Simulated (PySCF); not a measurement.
Cost of one run: shielding job, `CS/C(=C(\C=C)C)Cl`.

Method: GIAO PBE0/pcSseg-1 NMR shielding, non-relativistic, gas phase (PySCF 2.14.0, density-fitted response routines). Geometry: GFN2-xTB, MD frame at 1000 fs, 400 K. Work: shieldings, density fitting. The command runs a driver script over a list of jobs; the input below is this job's line of settings and its coordinates in Å.

Command:
```bash
OMP_NUM_THREADS=1 python probes_run.py task.json out
```

Input:
```
{"job": {"kind": "nmr", "xc": "PBE0", "basis": "pcSseg-1", "pop": false}, "charge": 0, "multiplicity": 1}
C     -1.688400    -1.744900     2.704200
C     -1.105600    -0.947300     1.801800
C     -1.742200     0.236100     1.248400
C     -3.093400     0.706400     1.686500
C     -0.944600     1.058100     0.470000
Cl    -1.302400     2.675400     0.110700
S      0.821800     0.734100     0.296900
C      1.365000     1.847200    -0.981200
H     -1.211900    -2.668600     3.089900
H     -2.711500    -1.744400     3.012100
H     -0.149200    -1.132600     1.338000
H     -3.409300     1.552000     1.064600
H     -3.910400    -0.089200     1.704800
H     -3.160900     1.009800     2.704900
H      1.326000     2.831900    -0.553200
H      2.269900     1.388200    -1.321000
H      0.569000     1.858400    -1.748000
```

Hardware: Arm Neoverse V1, one thread, shared host with 64 logical CPUs at a one-minute load of 14. PySCF's memory limit was set to 1200 MB.

Q: How large is the basis?

A: 195 functions for 78 electrons, with 1054 fitting functions; the fitted three-index integrals, 1054 × 195 × 196/2 numbers of 8 bytes, come to 150 MiB.

Q: What wall time should be expected on this hardware?

A: About 27 s. The SCF took 14 cycles.

Q: How much memory does it need at the peak?

A: About 0.91 GiB. Peak memory is the resident size of the whole Python process, interpreter and libraries included.

Q: At this speed, how long would 5000 such jobs take on 8 cores, one job a core?

A: 5000/8 gives 625 rounds of 27 s, about 4.7 h of wall time and 38 core-hours, if the jobs don't slow each other.

The SCF part of the output:
```
coarse grid: 15344 points
cycle   1  E = -1091.6284377347  dE =  1.009e+00  |g| = 4.472e-01  |ddm| = 3.992e+00
cycle   2  E = -1091.5304544941  dE =  9.798e-02  |g| = 7.630e-01  |ddm| = 1.104e+00
cycle   3  E = -1091.6784979996  dE = -1.480e-01  |g| = 1.325e-01  |ddm| = 8.523e-01
cycle   4  E = -1091.6831059195  dE = -4.608e-03  |g| = 3.749e-02  |ddm| = 1.922e-01
cycle   5  E = -1091.6834201243  dE = -3.142e-04  |g| = 1.328e-02  |ddm| = 4.780e-02
cycle   6  E = -1091.6834604918  dE = -4.037e-05  |g| = 4.758e-03  |ddm| = 1.716e-02
cycle   7  E = -1091.6834661014  dE = -5.610e-06  |g| = 1.323e-03  |ddm| = 6.124e-03
final grid: 139088 points
cycle   8  E = -1091.7327622544  dE = -3.459e-05  |g| = 9.178e-03  |ddm| = 3.540e-02
cycle   9  E = -1091.7327518045  dE =  1.045e-05  |g| = 1.102e-02  |ddm| = 2.054e-02
cycle  10  E = -1091.7327824817  dE = -3.068e-05  |g| = 1.127e-03  |ddm| = 1.314e-02
cycle  11  E = -1091.7327827405  dE = -2.588e-07  |g| = 3.970e-04  |ddm| = 1.759e-03
cycle  12  E = -1091.7327827766  dE = -3.616e-08  |g| = 1.376e-04  |ddm| = 5.539e-04
cycle  13  E = -1091.7327827814  dE = -4.738e-09  |g| = 4.585e-05  |ddm| = 1.794e-04
cycle  14  E = -1091.7327827819  dE = -5.004e-10  |g| = 1.008e-05  |ddm| = 5.075e-05
converged SCF energy = -1091.7327827819
```

On the final grid dE counts from the start density on that grid.

Other jobs ran on the host; a repeat could differ by tens of per cent or more.
